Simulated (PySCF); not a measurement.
How the method changes the constants of SiNi⁺

State: doublet, unpaired electrons δ ↑. Set-up: Si def2-TZVPPD, Ni def2-TZVPPD; no relativity (PySCF 2.14). De refers to Si + Ni⁺ (3d9) in their high-spin ground configurations, without counterpoise correction. The functionals are run spin-unrestricted. A positive dipole points towards Ni; it is taken about the centre of mass and depends on that origin.

| Level | Re (Å) | ωe (cm⁻¹) | De (eV) | μ (D) |
| --- | --- | --- | --- | --- |
| UHF | 2.465 | 244 | n/a | -0.52 |
| UHF-MP2 | 2.139 | 417 | n/a | n/a |
| UHF-SCS-MP2 | 2.177 | 382 | n/a | n/a |
| LDA | 2.161 | 409 | n/a | -1.65 |
| PBE | 2.205 | 386 | n/a | -1.47 |
| BLYP | 2.219 | 375 | n/a | -1.79 |
| TPSS | 2.198 | 391 | n/a | -1.05 |
| PBE0 | 2.220 | 370 | n/a | -1.06 |
| BHandHLYP | 2.269 | 332 | n/a | -1.11 |
| ωB97X-V | 2.225 | 371 | n/a | -0.66 |

The bond length runs from 2.139 Å (UHF-MP2) to 2.465 Å (UHF).

Correlated steps freeze 10 core orbitals. De is left out where the level can put another filling of the metal’s s and d shells below the measured ground configuration, by anything from nothing to about 1 eV. Counting both spins, an empty level lies below a filled one in some of these solutions, because spin and occupation are held. With d or f electrons several states lie close, and the lowest PBE0 determinant need not be the measured ground state.

The whole job (state search and all levels along the bond) took about 13 min on 2 threads of Arm Neoverse V2 (shared host), peak memory 4.5 GiB.
